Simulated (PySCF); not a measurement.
Worked example: chemical shift, span and skew from a shielding tensor

CH₂FNO₂Si, SMILES N#CO[Si@@H](O)F. Atoms are numbered in the order given.

```xyz
8

N      2.6448     1.2905     0.3456
C      1.6228     0.7721     0.5407
O      0.4971     0.2041     0.7961
Si    -0.5338    -0.6217    -0.2767
O     -1.8515    -1.0457     0.5753
F     -0.8550     0.4405    -1.4429
H      0.1250    -1.8080    -0.8235
H     -2.3731    -0.3865     1.0497
```

Geometry optimised at B3LYP-D3(BJ)/def2-SVP. The structure was generated by enumeration; whether it is a known compound was not checked. The values are those of a single conformer.

GIAO shieldings from PySCF with PBE/pcSseg-1, non-relativistic, no solvent. The symmetric part of the tensor of C2 has the principal values -36.3, -33.1, 288.0 ppm. The same nucleus in TMS has σ = 182.0 ppm at this level (PySCF, at its B3LYP-D3(BJ)/def2-TZVP geometry).

Q: Work out the isotropic shielding, the ¹³C shift against TMS, the span and the skew.

A: 
σ(iso) = (σ11 + σ22 + σ33)/3 = 72.9 ppm. δ = σ(ref) − σ(iso) = 182.0 − (72.9) = 109.1 ppm.
Span Ω = σ33 − σ11 = 324.3 ppm. Skew κ = 3(σ(iso) − σ22)/Ω = 0.98, an axial tensor. Tumbling in solution averages the tensor to δ; in a static solid the shielding alone would spread this spin-1/2 line over Ω.
